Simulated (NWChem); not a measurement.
Molecule: GeH2F2; SMILES [F][GeH2][F]

Computed with NWChem. Each level has its own optimisation; frequencies are unscaled.

For level PBE0/def2-SVP:

```yaml
highest harmonic frequency (cm⁻¹): 2231
dipole (D): 2.58
```

Task: Estimate the same quantities for level LDA (Slater exchange, VWN5)/def2-SVP.

Result: 
| Quantity | Result |
|---|---|
| highest harmonic frequency (cm⁻¹) | 2153 |
| dipole (D) | 2.38 |
